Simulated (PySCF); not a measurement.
UHF on Rb (rubidium, neutral)

Configuration: [Kr] 4d1, 2D determinant (an excited configuration). Computed with PySCF 2.14 in aug-cc-pwCVTZ-X2C (10s9p7d3f, 93 functions), with scalar relativity by spin-free X2C-1e.

```
Total energy                                                  : -2979.071123 hartree
One-electron energy                                           : -4129.2630 hartree
Hartree (Coulomb) energy                                      : 1249.9126 hartree
Exchange energy                                               : -99.7208 hartree
⟨S²⟩                                                          : 0.7501
⟨L²⟩                                                          : 6.001
Sum of ⟨r⟩                                                    : 33.05 bohr
Sum of ⟨r²⟩                                                   : 129.0 bohr²
Traceless quadrupole moment −½Σ⟨3z² − r²⟩ along its main axis : 27.8 e·bohr²
Langevin diamagnetic susceptibility                           : -102 ×10⁻⁶ cm³/mol
```

```tsv
shell	electrons	mean orbital energy (eV)	spread (eV)	rms radius, mean of both spins (bohr)
1s β	1	-15288.8	0	0.0464
1s α	1	-15288.8	0	0.0464
2s α	1	-2109.9	0	0.192
2s β	1	-2109.9	0	0.192
2p β	3	-1865.4	0.002	0.171
2p α	3	-1865.4	0.001	0.171
3s β	1	-343.50	0	0.543
3s α	1	-343.50	0	0.543
3p β	3	-262.52	0.008	0.557
3p α	3	-262.51	0.008	0.557
3d α	5	-128.14	0.014	0.577
3d β	5	-128.14	0.010	0.577
4s α	1	-44.382	0	1.57
4s β	1	-44.374	0	1.57
4p α	3	-23.810	0.014	1.85
4p β	3	-23.769	0.079	1.85
4d α	1	-1.627	0	9.87
```

Densities and radii are taken from the X2C orbitals without a picture-change correction, which distorts them close to the nucleus.

Spin-orbit constants ζ (cm⁻¹) from the X2C one-electron operator on these orbitals: bare nucleus, nucleus screened by l(l+1)(2l+1)/3 electrons, and screened by the Breit-Pauli mean field of the electrons.

| shell | bare | screened nucleus | mean field |
| --- | --- | --- | --- |
| 2p | 334700 | 316600 | n/a |
| 3p | 50560 | 47830 | n/a |
| 3d | 6572 | 4796 | n/a |
| 4p | 4449 | 4209 | n/a |
| 4d | 8.262 | 6.029 | n/a |

To first order the Landé constant is A = 6.029 cm⁻¹, so the lowest level has J = 3/2 and lies 0.00112 eV below the centre of the term.
